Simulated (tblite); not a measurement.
Compound: C3H11F2NSi2.
Numbering: `[CH3:1][CH2:2][C:3]([F:4])([F:5])[SiH2:6][SiH2:7][NH2:8]` (hydrogens: H9, H10, H11 on C1; H12, H13 on C2; H14, H15 on Si6; H16, H17 on Si7; H18, H19 on N8)

Computed with GFN2-xTB (tblite), gas phase: L-BFGS steps from a force-field or distance-geometry start until the largest atomic force falls under 0.01 eV/Å.

The end geometry, which sets the zero of energy:
```
atom  x, y, z in Å
C1     -2.8510   -0.0285    0.4244
C2     -1.8576   -0.9244   -0.2992
C3     -0.4300   -0.6815    0.1590
F4      0.3976   -1.5234   -0.5701
F5     -0.2808   -1.1374    1.4504
Si6     0.3053    1.1213    0.0510
Si7     2.6027    0.9613   -0.1392
N8      3.0948   -0.3502    0.8559
H9     -2.6569    1.0180    0.1999
H10    -2.7749   -0.1730    1.4993
H11    -3.8645   -0.2693    0.1130
H12    -2.1031   -1.9762   -0.1253
H13    -1.8876   -0.7390   -1.3742
H14    -0.3790    1.6916   -1.1201
H15    -0.2700    1.7833    1.2265
H16     3.2909    2.1337    0.4123
H17     3.0067    0.8632   -1.5574
H18     2.5733   -1.2124    0.8361
H19     4.0744   -0.5477    0.9805
```

Question: These geometries come from the run, each turned onto the end geometry. Order them by energy, lowest first.
A.
```
atom  x, y, z in Å
C1     -2.8788   -0.0605    0.4203
C2     -1.8449   -0.8992   -0.3131
C3     -0.4456   -0.6677    0.2297
F4      0.4028   -1.5640   -0.4041
F5     -0.3890   -1.0667    1.5449
Si6     0.3187    1.1183    0.0540
Si7     2.6154    0.9588   -0.1469
N8      3.1303   -0.3646    0.8222
H9     -2.6681    0.9976    0.2895
H10    -2.8594   -0.2841    1.4840
H11    -3.8751   -0.2690    0.0398
H12    -2.0844   -1.9615   -0.2206
H13    -1.8260   -0.6459   -1.3741
H14    -0.3711    1.6423   -1.1375
H15    -0.2364    1.8487    1.1976
H16     3.2984    2.1384    0.3996
H17     2.9847    0.8808   -1.5754
H18     2.6058   -1.2259    0.7946
H19     4.1131   -0.5665    0.9184
```
B.
```
atom  x, y, z in Å
C1     -2.8998   -0.0904    0.4314
C2     -1.8399   -0.8898   -0.3111
C3     -0.4548   -0.6349    0.2580
F4      0.4118   -1.5541   -0.3154
F5     -0.4381   -0.9736    1.5905
Si6     0.3214    1.1393    0.0363
Si7     2.6182    0.9421   -0.1783
N8      3.1192   -0.3847    0.7925
H9     -2.6557    0.9698    0.4325
H10    -2.9688   -0.4330    1.4610
H11    -3.8709   -0.2195   -0.0392
H12    -2.0614   -1.9584   -0.2309
H13    -1.8142   -0.6205   -1.3687
H14    -0.3528    1.6665   -1.1641
H15    -0.2405    1.8832    1.1700
H16     3.3294    2.0977    0.3802
H17     3.0072    0.8622   -1.6015
H18     2.6845   -1.2853    0.6700
H19     4.0955   -0.5073    1.0095
```
C.
```
atom  x, y, z in Å
C1     -2.9205   -0.0818    0.4377
C2     -1.8612   -0.9049   -0.2865
C3     -0.4612   -0.6572    0.2580
F4      0.3776   -1.5865   -0.3393
F5     -0.4184   -1.0013    1.5893
Si6     0.3449    1.1076    0.0443
Si7     2.6460    0.9658   -0.1749
N8      3.1511   -0.3677    0.7815
H9     -2.6019    0.9572    0.5227
H10    -3.1032   -0.4682    1.4404
H11    -3.8568   -0.1151   -0.1190
H12    -2.0858   -1.9736   -0.1903
H13    -1.8515   -0.6526   -1.3505
H14    -0.2982    1.6363   -1.1733
H15    -0.2408    1.8747    1.1558
H16     3.3060    2.1579    0.3677
H17     3.0409    0.8811   -1.5907
H18     2.7018   -1.2566    0.6290
H19     4.1215   -0.5057    1.0211
```
D.
```
atom  x, y, z in Å
C1     -2.8674   -0.0377    0.4167
C2     -1.8560   -0.9145   -0.3065
C3     -0.4418   -0.6826    0.1979
F4      0.3959   -1.5584   -0.4764
F5     -0.3473   -1.1032    1.5058
Si6     0.3149    1.1092    0.0601
Si7     2.6130    0.9694   -0.1429
N8      3.1292   -0.3490    0.8292
H9     -2.6589    1.0140    0.2337
H10    -2.8228   -0.2181    1.4881
H11    -3.8739   -0.2600    0.0704
H12    -2.1037   -1.9711   -0.1686
H13    -1.8552   -0.7009   -1.3768
H14    -0.3606    1.6614   -1.1250
H15    -0.2708    1.7878    1.2207
H16     3.2959    2.1428    0.4155
H17     3.0046    0.8876   -1.5650
H18     2.5863   -1.1969    0.8503
H19     4.1090   -0.5705    0.8956
```
E.
```
atom  x, y, z in Å
C1     -2.9068    0.0267    0.4366
C2     -1.9267   -0.9464   -0.2258
C3     -0.4811   -0.7770    0.2212
F4      0.2661   -1.7107   -0.4812
F5     -0.3519   -1.1875    1.5259
Si6     0.3325    0.9815   -0.0180
Si7     2.6295    1.0094   -0.1455
N8      3.2621   -0.2891    0.7824
H9     -2.4065    0.9230    0.7983
H10    -3.4115   -0.4385    1.2800
H11    -3.6686    0.3355   -0.2752
H12    -2.2253   -1.9816   -0.0319
H13    -1.9298   -0.8150   -1.3094
H14    -0.3501    1.4197   -1.2409
H15    -0.1973    1.7702    1.0970
H16     3.1827    2.2081    0.5011
H17     3.0929    1.0696   -1.5474
H18     2.8196   -1.1936    0.7964
H19     4.2605   -0.3949    0.8592
```

Answer: D (0.003 eV), A (0.007 eV), B (0.022 eV), C (0.041 eV), E (0.131 eV).

In the order of the answer:

| step | E above end (eV) | largest force (eV/Å) | rms force component (eV/Å) | rms distance from end (Å) | rms bond change (Å) | bond most changed (Å) |
| --- | --- | --- | --- | --- | --- | --- |
| 85 | 0.003 | 0.03 | 0.009 | 0.050 | 0.000 | Si7–H16 +0.001 |
| 69 | 0.007 | 0.05 | 0.019 | 0.086 | 0.001 | C3–F5 -0.002 |
| 51 | 0.022 | 0.06 | 0.022 | 0.155 | 0.001 | Si6–Si7 +0.004 |
| 42 | 0.041 | 0.14 | 0.054 | 0.185 | 0.003 | Si7–H17 -0.006 |
| 25 | 0.131 | 0.13 | 0.048 | 0.327 | 0.004 | C1–C2 +0.011 |

The cost below is that of the whole relaxation. On an Arm Neoverse N1 with one thread, no GPU, shared host with 64 logical CPUs at a one-minute load of 60, this took 1.6 s.
